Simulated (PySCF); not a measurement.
C4H3O3S2 (charge -1).
SMILES with atom numbers: `[O:1]=[S:2](=[O:3])([O-:4])[c:5]1[cH:6][cH:7][cH:8][s:9]1` (hydrogens: H10 on C6; H11 on C7; H12 on C8)

The same species was optimised twice, with GFN2-xTB and with PBE0-D3(BJ)/def2-SVP (PySCF), and the same property calculations (PySCF, gas phase) were run on both structures.

| coordinate | GFN2-xTB | PBE0-D3(BJ)/def2-SVP | change |
| --- | --- | --- | --- |
| O1=S2 (Å) | 1.457 | 1.475 | +0.018 |
| C5–C6 (Å) | 1.354 | 1.371 | +0.017 |
| C5–S9 (Å) | 1.707 | 1.723 | +0.016 |
| S2–O4 (Å) | 1.457 | 1.473 | +0.016 |
| S2=O3 (Å) | 1.457 | 1.473 | +0.016 |
| C7–C8 (Å) | 1.359 | 1.372 | +0.013 |
| C8–S9 (Å) | 1.732 | 1.723 | -0.009 |
| C6–C7 (Å) | 1.416 | 1.425 | +0.009 |
| S2–C5 (Å) | 1.805 | 1.811 | +0.006 |
| S2–C5–S9 (°) | 118.3 | 122.1 | +3.8 |
| S2–C5–C6 (°) | 129.7 | 126.8 | -2.9 |
| O1–S2–C5 (°) | 103.7 | 102.4 | -1.3 |
| C5–S9–C8 (°) | 91.2 | 92.2 | +1.0 |
| C6–C5–S9 (°) | 112.1 | 111.1 | -1.0 |
| O1–S2–O4 (°) | 114.7 | 115.2 | +0.5 |
| O1–S2–O3 (°) | 114.7 | 115.1 | +0.4 |
| C6–C7–C8 (°) | 112.1 | 112.5 | +0.4 |
| O1–S2–C5–C6 (°) | 0 | -1 | -1 |

Rotational constants: A = 2697, B = 952.1, C = 812.5 MHz (GFN2-xTB) against A = 2644, B = 933.5, C = 796.6 MHz (PBE0-D3(BJ)/def2-SVP). Point groups within 0.08 Å: Cs and Cs. Atoms that the bonding makes alike are paired by their places after alignment.

On the GFN2-xTB structure: HOMO (eV) -2.38 [PBE0/pcSseg-1]; LUMO (eV) 2.98 [PBE0/pcSseg-1]; GIAO shielding of O1/O3/O4 (mean) (ppm) 91.5 [PBE0/pcSseg-1]; GIAO shielding of S2 (ppm) 200.2 [PBE0/pcSseg-1]; GIAO shielding of C5 (ppm) 12.3 [PBE0/pcSseg-1]; GIAO shielding of C6 (ppm) 63.3 [PBE0/pcSseg-1]; GIAO shielding of C7 (ppm) 61.1 [PBE0/pcSseg-1]; GIAO shielding of C8 (ppm) 57.7 [PBE0/pcSseg-1]; GIAO shielding of S9 (ppm) 281.1 [PBE0/pcSseg-1].

Task: What do these properties become on the PBE0-D3(BJ)/def2-SVP structure?

Result: 
| property | level | on GFN2-xTB | on PBE0-D3(BJ)/def2-SVP | change |
| --- | --- | --- | --- | --- |
| HOMO (eV) | PBE0/pcSseg-1 | -2.38 | -2.44 | -0.06 |
| LUMO (eV) | PBE0/pcSseg-1 | 2.98 | 2.89 | -0.09 |
| energy, GFN2-xTB geometry as zero (kcal/mol) | PBE0/pcSseg-1 | 0.0 | -1.8 | -1.8 |
| GIAO shielding of O1/O3/O4 (mean) (ppm) | PBE0/pcSseg-1 | 91.5 | 79.4 | -12.1 |
| GIAO shielding of S2 (ppm) | PBE0/pcSseg-1 | 200.2 | 184.4 | -15.8 |
| GIAO shielding of C5 (ppm) | PBE0/pcSseg-1 | 12.3 | 9.6 | -2.7 |
| GIAO shielding of C6 (ppm) | PBE0/pcSseg-1 | 63.3 | 57.4 | -5.9 |
| GIAO shielding of C7 (ppm) | PBE0/pcSseg-1 | 61.1 | 58.7 | -2.4 |
| GIAO shielding of C8 (ppm) | PBE0/pcSseg-1 | 57.7 | 57.4 | -0.3 |
| GIAO shielding of S9 (ppm) | PBE0/pcSseg-1 | 281.1 | 282.0 | +0.9 |

The heavy atoms differ by 0.043 Å rms after alignment (one structure mirrored). Among bonds between heavy atoms O1=S2 and C5–C6 change most and about equally (+0.017 to +0.018 Å). Changes are differences of the printed values. Neither structure is proved a minimum here. Geometry: PBE0-D3(BJ)/def2-SVP; no solvent, vibrations or thermal averaging.

Shape of the structure used: `[O:1]=[S:2](=[O:3])([O-:4])[c:5]1[cH:6][cH:7][cH:8][s:9]1`: O1–S2–C5–C6 -1°.
